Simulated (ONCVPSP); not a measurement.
## antimony (Sb): one change to an ONCV potential, before and after

ONCVPSP 4.0.1 input, shortened (lines: element, Z, core and valence counts, functional; n l f; lmax; l rc ep ncon nbas qcut; lloc lpopt rc5 dvloc0; l nproj debl; icmod fcfact rcfact), PBEsol, non-relativistic:

```
  Sb 51.00    8    3  -116133      upf
    1    0    2.00
    2    0    2.00
    2    1    6.00
    3    0    2.00
    3    1    6.00
    3    2   10.00
    4    0    2.00
    4    1    6.00
    4    2   10.00
    5    0    2.00
    5    1    3.00
    2
    0    2.05    0.00    4    8    3.50
    1    2.35    0.00    4    7    3.80
    2    1.25    0.00    4    9   11.70
    4    5    1.05    4.00
    0    2    2.10
    1    2    1.90
    2    2    1.10
    1    0.20    0.00
```

In the d channel the program set the typed energies aside and used -1.293, 0.250 Ha.

All-electron outer shells of the reference configuration (PBEsol, non-relativistic, ld1.x):

```json
{"shell": "4s", "level (eV)": "-137.58", "outermost node (bohr)": "0.41", "outermost maximum (bohr)": "0.74"}
{"shell": "4p", "level (eV)": "-99.26", "outermost node (bohr)": "0.40", "outermost maximum (bohr)": "0.77"}
{"shell": "4d", "level (eV)": "-35.19", "outermost node (bohr)": "0.38", "outermost maximum (bohr)": "0.84"}
{"shell": "5s", "level (eV)": "-11.93", "outermost node (bohr)": "0.98", "outermost maximum (bohr)": "1.98"}
{"shell": "5p", "level (eV)": "-4.91", "outermost node (bohr)": "1.06", "outermost maximum (bohr)": "2.35"}
```

Change: s: qcut 2.6; p: qcut 2.8; d: qcut 8.7.

Cutoffs: the cutoffs (Ha) at which the residual kinetic energy of the hardest occupied pseudo-wave falls to 1 and 0.1 mHa per electron; they do not see the model core or the augmentation charge, which bear on the density cutoff. Errors are all-electron minus pseudo energies relative to the spin-unpolarised reference configuration.

Problem. What does the change do?

Solution. The potential gets neither clearly harder nor softer (48 Ha and 56 Ha → 40 Ha and 175 Ha); both files keep a bound ghost (s); of the 4 tests that both files solve, the error grows in 3 and shrinks in 0 by more than 15 % and 0.3 meV (median size 2.4 → 4.5 meV).

| quantity | base | changed |
| --- | --- | --- |
| cutoff, loose | 48 Ha | 40 Ha |
| cutoff, tight | 56 Ha | 175 Ha |
| loose cutoff by channel | s 6.4 Ha, p 5.8 Ha, d 48 Ha | s 31 Ha, p 9.4 Ha, d 40 Ha |
| bound ghosts | s | s |
| GHOST(+) flags under 300 eV | p at 25.7 eV | p at 29.2 eV |
| error for 4d10 5s2 5p2, meV [ΔE 8.40 eV] | +0.1 | -0.6 |
| error for 4d10 5s2 5p1, meV [ΔE 24.40 eV] | -0.4 | -2.9 |
| error for 4d10 5s2 5p0, meV [ΔE 48.76 eV] | -4.4 | -13 |
| error for 4d10 5s0 5p5, meV [ΔE 14.36 eV] | -6.4 | -6.2 |
| s: phases at 2.08 bohr within 0.05 rad from the reference energy up to (Ha; the scan ends near 5) | 3.6 | 3.7 |
| p: phases at 2.38 bohr within 0.05 rad from the reference energy up to (Ha; the scan ends near 5) | 0.9 | 1.1 |
| d: phases at 1.27 bohr within 0.05 rad from the reference energy up to (Ha; the scan ends near 5) | to the end of the scan | to the end of the scan |
| rms error of d²Exc/dni dnj with the model core, mHa | 1.86 | 1.87 |

 A true bound ghost makes a file unfit for plane-wave use even where its test errors are small: the radial tests pick states by their node count and pass the ghost by.
